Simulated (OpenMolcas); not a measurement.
Cr2+ with its 6 nearest chloride ions at 2.651 Å, on the Na site of NaCl (a = 5.64056 Å, distance in the model lattice 2.820 Å). The rest of the host is ab initio model potentials to 7.6 Å, with orthogonalisation functions on the cations behind the ligands, and point charges beyond; the distance is set by hand and nothing relaxes, and no local charge compensation is placed. Ligand basis ANO-RCC-VDZP.
```
Cr    0.0000    0.0000    0.0000
Cl    2.6510    0.0000    0.0000
Cl    0.0000    2.6510    0.0000
Cl   -2.6510    0.0000    0.0000
Cl    0.0000   -2.6510    0.0000
Cl    0.0000    0.0000    2.6510
Cl    0.0000    0.0000   -2.6510
```

- Program: OpenMolcas 26.06
- Method: CASSCF
- Basis: ANO-RCC-VDZP [5s4p2d1f]
- Scalar Hamiltonian: DKH2, point nucleus
- Active space: 4 electrons in 5 orbitals (3d)
- State averaging: 2S+1 = 5 even, 5 roots; 2S+1 = 3 even, 45 roots; 2S+1 = 1 even, 50 roots
- Spin-orbit coupling: RASSI with atomic mean-field integrals over the reference wave functions

Q: What is the spin-free ground state (labels of O, the rotations of Oh)?

A: 5E, 2-fold in its orbital part, 100 % from free-ion D terms; it has the highest spin that d4 allows.

Q: Where is the first state of the same spin?

A: 5T2 at 4750 cm-1 above the ground state.

Q: What are the lowest two levels with spin-orbit coupling?

A: A 1-fold level A1, then a 3-fold level T1 7.1 cm-1 above it. Their leading multiplicities are 5 (100 %) and 5 (100 %).

Q: What is χT at 300 K, and how does it compare with the textbook value?

A: The lowest level has 2S+1 = 5, for which the spin-only value is χT = S(S+1) / 2 = 3.000 cm3 K/mol (g = 2). The computed 2.920 at 300 K differs by -0.080, through orbital momentum, spin-orbit coupling and any other state in reach.

Q: Which ligand-field parameters describe the states?

A: A least-squares ligand-field fit to the states below 45000 cm-1, each weighted by its degeneracy and with a free common offset, gives 10Dq = 4923 cm-1, B = 973 cm-1 and C = 3664 cm-1 (C/B = 3.77), with an rms deviation of 73 cm-1. The same method and metal basis give the free ion B = 1014 cm-1 (fit to its terms below 60000 cm-1, rms deviation 81 cm-1), so the nephelauxetic ratio is β = 973 / 1014 = 0.96; it hangs on how both fits weigh the states, and computed free-ion B values tend to be too large, so β mixes covalency with correlation.

An orbital doublet at a regular site is open to a Jahn-Teller distortion, which this geometry leaves out. Without dynamic correlation the repulsion within the d shell is too large (B by tens of per cent), so at a given field states of lower spin stand too high. Ligand-to-metal charge-transfer states are missing. With no ligand orbital active B as a rule stays too high, so bands that hang on it stand too high and its fall with covalency is understated. With metal d orbitals alone and no dynamic correlation the field as a rule comes out too small, by tens of per cent, by up to half for chloride and softer ligands. No measured value stands beside these numbers; the geometry was set by hand and not optimised.
